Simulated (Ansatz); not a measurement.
The lowest singlet and triplet of H4Si2 (SMILES [SiH][SiH3]); geometries from B3LYP-D3(BJ)/def2-TZVP, each state relaxed from the structure named, with no frequency check.
Singlet (charge 0, multiplicity 1):
```xyz
6

Si     1.212    -0.518    -0.146
Si    -1.015     0.340     0.088
H      1.732     0.825     0.353
H     -1.244     0.739     1.504
H     -2.082    -0.620    -0.291
H     -1.170     1.552    -0.762
```
Triplet (charge 0, multiplicity 3):
```xyz
6

Si     1.182    -0.415    -0.136
Si    -1.024     0.292     0.087
H      2.323     0.438     0.303
H     -1.372     0.539     1.509
H     -1.883    -0.791    -0.443
H     -1.274     1.536    -0.684
```

A positive gap puts the triplet lower; no zero-point energy. R- takes a restricted singlet. U- takes an unrestricted singlet (broken symmetry where lower, unprojected). The triplet is unrestricted in single-reference levels.

Cores are frozen in the correlated methods.

Codes used: Ansatz (a first-principles code). Each number belongs to the level named beside it.

Q: One of these levels gives -14.48 kcal/mol for the gap E(singlet) − E(triplet), adiabatic. Name it.
A. U-B2PLYP/def2-TZVPP (spin-contaminated)
B. U-MP2/cc-pV(D+d)Z (spin-contaminated)
C. U-PBE0/def2-TZVPP
D. R-wB97X-V/def2-TZVPP

A: D, R-wB97X-V/def2-TZVPP. The others give -8.78 (U-PBE0/def2-TZVPP), -12.29 (U-B2PLYP/def2-TZVPP (spin-contaminated)), -5.11 (U-MP2/cc-pV(D+d)Z (spin-contaminated))
